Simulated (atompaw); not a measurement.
# u(r) = r·R(r): atom against pseudo-atom (Ta)

Columns: radius, all-electron u(r) and pseudo u(r) of the 5d shell (level -7.14 eV) of tantalum in the configuration [Xe] 4f14 5d3 6s1.5 6p0; LDA (PW92), scalar-relativistic, PAW (atompaw) scheme, atompaw 4.2.0.5.

```csv
r (bohr),all-electron,pseudo
0.115,0.2029,0.0001
0.231,-0.0467,0.0008
0.346,-0.2848,0.0027
0.462,-0.2765,0.0065
0.577,-0.1222,0.0129
0.692,0.0737,0.0226
0.808,0.2595,0.0366
0.923,0.4117,0.0555
1.038,0.5280,0.0800
1.154,0.6118,0.1112
1.269,0.6671,0.1490
1.385,0.7002,0.1938
1.500,0.7158,0.2447
1.615,0.7183,0.3005
1.731,0.7109,0.3596
1.846,0.6965,0.4179
1.962,0.6768,0.4724
2.077,0.6538,0.5175
2.192,0.6285,0.5493
2.308,0.6015,0.5644
2.423,0.5741,0.5618
2.538,0.5465,0.5445
2.654,0.5188,0.5188
2.769,0.4917,0.4917
2.885,0.4651,0.4651
3.000,0.4395,0.4395
```

How many radial nodes do the two functions have?

The all-electron 5d function has n − l − 1 = 2; the pseudo-wave has 0, since the states of the same l below it are removed with the core.

At about which radius was the pseudo-wave matched?

2.70 bohr, where the columns begin to agree (steps of 0.12 bohr).

Where does each function peak?

Outermost all-electron maximum near 1.61 bohr, pseudo maximum near 2.31 bohr (to the table’s step).

Is the pseudo-wave norm-conserving?

No, it belongs to a PAW set: the norm inside the radius is not constrained, and the difference is carried by the augmentation charge.
